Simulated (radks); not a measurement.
Mo I, 42 electrons, occupied as [Ar] 3d10 4s2 4p5.5 4d5 5s1 5p0.5 (fractional occupations, a model configuration). Calculated with a radial shooting solver on a logarithmic mesh with Libxc functionals: scalar-relativistic Kohn-Sham, Wu-Cohen GGA, spin-polarised, spherical densities, point nucleus; open shells are filled with parallel spins first (spin-orbit coupling, left out, can overturn this in heavy ions).

Local quantities along the radius. ELF = 1/(1 + alpha^2) is the electron localisation function; alpha = (tau - tau_W)/tau_unif compares the Pauli kinetic energy density with that of the uniform gas (summed over spins). tau is taken from the large components.

```
   r/bohr * ELF (the largest magnitude, 0.999, reaches the edge; | marks zero)
 0.003426 |                                                      *
 0.003988 |                                                      *
 0.004643 |                                                      *
 0.005362 |                                                      *
 0.006242 |                                                      *
 0.007267 |                                                      *
  0.00846 |                                                      *
 0.009849 |                                                      *
  0.01147 |                                                      *
  0.01324 |                                                      *
  0.01542 |                                                      *
  0.01795 |                                                     *
  0.02089 |                                                    *
  0.02432 |                                                  *
  0.02831 |                                              *
  0.03296 |                                       *
  0.03807 |                             *
  0.04432 |                    *
  0.05159 |                *
  0.06006 |                 *
  0.06992 |                       *
   0.0814 |                                *
  0.09401 |                                      *
   0.1094 |                                         *
   0.1274 |                                        *
   0.1483 |                                  *
   0.1727 |                       *
    0.201 |               *
   0.2321 |                *
   0.2703 |                         *
   0.3146 |                                    *
   0.3663 |                                         *
   0.4264 |                                         *
   0.4964 |                                    *
   0.5733 |                        *
   0.6674 |           *
   0.7769 |           *
   0.9045 |                        *
    1.053 |                                     *
    1.226 |                                         *
    1.427 |                                      *
    1.648 |                                *
    1.919 |                         *
    2.234 |                    *
      2.6 |                    *
    3.027 |                     *
    3.524 |                      *
     4.07 |                     *
    4.738 |                  *
    5.516 |            *
    6.421 |      *
    7.475 |  *
    8.703 |*
    10.05 |*
     11.7 *
    13.62 *
```

On this mesh the ELF has minima near r = 0.052, 0.20, 0.78 bohr, which separate the shells, and maxima near 0.11 (0.77), 0.43 (0.77), 1.2 (0.76), 3.5 (0.42).

Self-consistent cycle (total energy in hartree, residual of the potential): 1: -4047.213805, 2e+00; 2: -4047.399278, 2e+00; 3: -4047.507443, 2e-01; 4: -4047.514931, 2e-02; 5: -4047.514331, 1e-03; 6: -4047.514284, 8e-04; 7: -4047.514285, 9e-05; 8: -4047.514284, 3e-05; 9: -4047.514284, 6e-06; 10: -4047.514285, 4e-06; 11: -4047.514285, 8e-07; 12: -4047.514285, 3e-09.
